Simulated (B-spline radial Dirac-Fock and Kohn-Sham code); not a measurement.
**Kohn-Sham estimates against Dirac-Fock for the levels of Cr²⁰⁺**

System: chromium as Cr²⁰⁺, configuration 1s2 2s2.

The density-functional columns are spherical, spin-unpolarised Dirac-Kohn-Sham results without Breit or QED terms: −ε is minus the orbital energy of the initial state and ΔSCF the difference of two total energies. The reference in the last column comes from Dirac-Fock (average of configuration) total-energy differences with a finite nucleus, the Breit interaction including its frequency dependence, and self-energy and vacuum-polarisation corrections. All numbers are from a radial B-spline solver, in eV; a selection of levels is shown.

| level | LDA −ε | LDA ΔSCF | Dirac-Fock |
| --- | --- | --- | --- |
| 1s | 7067.8 | 7244.9 | 7230.1 |
| 2s | 1592.6 | 1634.2 | 1627.5 |

For the outermost level NIST gives 1634.1 ± 0.5 eV (semi-empirical); the differences from it are LDA −ε -41.48, LDA ΔSCF +0.14, Dirac-Fock -6.62 eV.

Values without a named source are computed, but for edge energies of neutral atoms, which are taken from tables.
